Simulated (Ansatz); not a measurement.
`N[SiH2]B(O)Cl` + PH₃ → `N[SiH2]P` + `OBCl`  (cleavage of the Si–B bond)

Computed with Ansatz on PBE0-D4/def2-TZVP structures; ΔE is electronic, products minus reactants. CCSD(T)/CBS is the MP2 limit (def2-TZVPP, def2-QZVPP) plus CCSD(T) − MP2 in def2-TZVPP, frozen cores. This one scheme is used for every species. Functionals use def2-TZVPP. B3LYP here is the variant with VWN-RPA as its local correlation; programs differ in this. One conformer a species, not always the lowest.

```
             level  ΔE (kJ/mol)  difference from CCSD(T)/CBS
            PBE-D4        -40.8                          2.3
         r2SCAN-D4        -43.8                         -0.7
           PBE0-D4        -43.3                         -0.2
          B3LYP-D4        -40.9                          2.2
           ωB97X-V        -40.9                          2.2
           ωB97M-V        -43.2                         -0.1
               PBE        -41.6                          1.5
            r2SCAN        -44.3                         -1.2
              PBE0        -44.1                         -1.0
             B3LYP        -42.0                          1.1
    MP2/def2-TZVPP        -46.5                         -3.4
SCS-MP2/def2-TZVPP        -43.8                         -0.7
CCSD(T)/def2-TZVPP        -40.5                          2.6
     HF/def2-QZVPP        -45.2                         -2.1
    MP2/def2-QZVPP        -48.2                         -5.1
    CCSD/CBS(def2)        -43.3                         -0.2
       CCSD(T)/CBS        -43.1                            0
```

Largest T1 diagnostic among the species: 0.013.
